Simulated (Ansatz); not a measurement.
System: CH$_{7}$ClNSi$_{2}$, net charge 0, doublet state. It need not be the lowest isomer of its formula. SMILES: C[Si](Cl)N[SiH3]
Structure (B3LYP-D3(BJ)/def2-TZVP (Ansatz, an electronic-structure program) minimum search):
```xyz
12

Si     0.4982     0.5398    -0.4798
C      1.2587    -1.0752    -1.0589
Cl     1.6093     1.2786     1.1369
N     -1.1158     0.2294     0.0437
Si    -2.1099    -1.1772    -0.1984
H      0.7065    -1.4808    -1.9086
H      2.2923    -0.9154    -1.3650
H      1.2475    -1.8071    -0.2467
H     -1.5591     0.9840     0.5506
H     -3.4991    -0.8158     0.1613
H     -1.6708    -2.3205     0.6371
H     -2.0543    -1.6115    -1.6134
```
Charge 0, spin multiplicity 2.

Parts of the frozen-core correlation energy in 6-31G* (Ansatz, hartree). Frozen orbitals: 17; correlated occupied orbitals by spin: 16 and 15; virtual: 68 and 69. UHF or UKS for open shells. Spin-orbit coupling is left out. Non-relativistic.

```
term                             value
-------------------------  -----------
reference (HF)             -1133.77943
MP2 opposite-spin             -0.43032
MP2 same-spin                 -0.13725
CCSD correlation              -0.62671
(T)                           -0.01683
T1 diagnostic                    0.013
largest doubles amplitude        0.019
<S^2> of the reference           0.753
```
